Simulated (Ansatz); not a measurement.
Relaxation of AlB$_{2}$H$_{5}$O (9 atoms, charge 0, multiplicity 1), to a largest force component of 0.02 eV/Å in at most 40 steps.

Theory: RKS BHLYP-D4/STO-3G in Ansatz.

```xyz
9
Properties=species:S:1:pos:R:3
B -0.629 0.792 -1.925
Al 0.571 0.314 -0.382
B -0.156 -0.895 1.123
O 0.834 -1.262 2.234
H -0.280 1.524 -2.825
H -1.790 0.456 -1.958
H 2.106 0.853 -0.346
H -1.197 -1.277 1.102
H 0.628 -0.550 2.961
```

Q: Where does it end, and by what steps?

A: The run converged. Limits of this set-up: minimal basis. After 18 steps the energy has fallen by 2.278 eV; H7 moved furthest, 1.34 Å.

```tsv
step	energy less start (eV)	largest force component (eV/Å)	accepted
0	0.0000	5.358	yes
1	-0.7042	2.290	yes
2	-1.1143	4.362	yes
3	-1.2094	3.800	yes
4	-1.5367	5.424	yes
5	-1.8486	0.949	yes
6	-1.9002	0.479	yes
7	-1.9228	0.704	yes
8	-1.9832	0.238	yes
9	-2.0368	0.431	yes
10	-2.0793	0.829	yes
11	-2.1668	0.445	yes
12	-2.2260	0.234	yes
13	-2.2613	0.216	yes
14	-2.2752	0.071	yes
15	-2.2705	0.387	no
16	-2.2765	0.098	yes
17	-2.2732	0.245	no
18	-2.2778	0.018	yes
```

```xyz
9
Properties=species:S:1:pos:R:3
B -0.635 0.970 -1.786
Al 0.671 -0.026 -0.627
B 0.138 -0.803 1.166
O 0.291 -0.075 2.291
H -0.783 2.128 -1.738
H -1.331 0.441 -2.561
H 2.058 -0.227 -1.144
H -0.313 -1.883 1.274
H -0.008 -0.572 3.108
```

Whether the end is a true minimum wasn't checked by a vibrational analysis.

Time of the run: 30 s on 1 thread of Arm Neoverse V1 (shared host), peak memory 0.12 GiB.
